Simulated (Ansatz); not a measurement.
Mulliken charges of `C#C[C](=O)[GaH2]` from ωB97M-V/def2-TZVPP in Ansatz (PBE0-D4/def2-TZVP geometry).

| atom | x (Å) | y (Å) | z (Å) | charge (e) |
| --- | --- | --- | --- | --- |
| C1 | -0.605 | -0.824 | 2.034 | 0.064 |
| C2 | 0.016 | -0.158 | 1.246 | -0.194 |
| C3 | 0.657 | 0.565 | 0.171 | -0.076 |
| O4 | 1.563 | 1.348 | 0.364 | -0.257 |
| Ga5 | -0.016 | 0.226 | -1.730 | 0.238 |
| H6 | -1.138 | -1.401 | 2.754 | 0.242 |
| H7 | 0.711 | 1.030 | -2.857 | -0.008 |
| H8 | -1.188 | -0.785 | -1.982 | -0.009 |

Q: By hand: the dipole of these point charges (1 e Å = 4.8032 D).

A: Σ q r = (-0.768, -0.698, 0.077) e Å, of length 1.041 e Å = 5.00 D.

Q: How does the dipole of the full density compare? (Best estimate.)

A: The calculation gave: (-0.434, -0.380, -0.056) e Å, 2.78 D; the point charges give 1.80 times that, at 10° from its direction.

Point charges leave out the atoms' own dipoles, such as those of lone pairs, and Mulliken's split depends on the basis, so the two needn't agree.
